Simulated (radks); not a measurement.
Task: The oxygen ion O2+, 6 electrons, occupied as [He] 2s2 2p2. All-electron calculation, non-relativistic Kohn-Sham, BLYP, spin-polarised, spherical densities, point nucleus; open shells are filled with parallel spins first. Program: a radial shooting solver on a logarithmic mesh with Libxc functionals. Some entries of the table are withheld. Estimate them.

orbital,occ.,eigenvalue (Ry),<1/r> (bohr^-1)
1s up,1,-41.03249,7.620
1s down,1,-40.90856,7.636
2s up,1,-4.39950,1.426
2s down,1,-4.07003,1.389
2p up,2,(1),1.326
2p down,0,(2),1.286

Result: 
(1) 2p up eigenvalue (Ry): -3.30971
(2) 2p down eigenvalue (Ry): -2.97284
